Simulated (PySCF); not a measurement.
H6N2O2Zr, multiplicity 1. Atoms are numbered in the order given.

```xyz
11

Zr     0.0000     0.0000     0.0416
O     -1.1291    -1.1545     1.1068
H     -1.4467    -1.8968     1.6181
O      1.1291     1.1545     1.1068
H      1.4467     1.8968     1.6181
N      1.3013    -1.0003    -1.1804
H      2.3123    -1.0368    -1.0724
H      1.0457    -1.5907    -1.9689
N     -1.3013     1.0003    -1.1804
H     -2.3123     1.0368    -1.0724
H     -1.0457     1.5907    -1.9689
```
Charge 0, spin multiplicity 1.

Geometry: PBE0-D3(BJ)/def2-SVP. The spin state was assumed, not searched. The structure was generated by enumeration; whether it is a known compound was not checked. The def2 effective core potentials stand for the cores of Zr; spin–orbit coupling is left out. Other conformers were not sampled.

The numbers are results of PySCF with PBE/def2-TZVP, not measurements.

ESP charges are fitted to the potential on shells at 1.4 to 2.0 van der Waals radii. Atomic charges (e):

```json
[
 {"atom": "Zr1", "Mulliken": "___", "Löwdin": "0.49", "ESP fit": "1.71"},
 {"atom": "O2", "Mulliken": "-0.71", "Löwdin": "-0.30", "ESP fit": "-0.90"},
 {"atom": "H3", "Mulliken": "___", "Löwdin": "0.16", "ESP fit": "0.46"},
 {"atom": "O4", "Mulliken": "-0.71", "Löwdin": "-0.30", "ESP fit": "-0.90"},
 {"atom": "H5", "Mulliken": "___", "Löwdin": "0.16", "ESP fit": "0.46"},
 {"atom": "N6", "Mulliken": "___", "Löwdin": "-0.40", "ESP fit": "-1.20"},
 {"atom": "H7", "Mulliken": "0.23", "Löwdin": "0.15", "ESP fit": "0.40"},
 {"atom": "H8", "Mulliken": "0.23", "Löwdin": "0.15", "ESP fit": "0.38"},
 {"atom": "N9", "Mulliken": "___", "Löwdin": "-0.40", "ESP fit": "-1.20"},
 {"atom": "H10", "Mulliken": "0.23", "Löwdin": "0.15", "ESP fit": "0.40"},
 {"atom": "H11", "Mulliken": "0.23", "Löwdin": "0.15", "ESP fit": "0.38"}
]
```

Task: What belongs in the gaps? (An estimate is asked for; the answer gives what the named calculation found.)

Result: 
- Zr1, Mulliken: 1.56
- H3, Mulliken: 0.31
- H5, Mulliken: 0.31
- N6, Mulliken: -0.84
- N9, Mulliken: -0.84
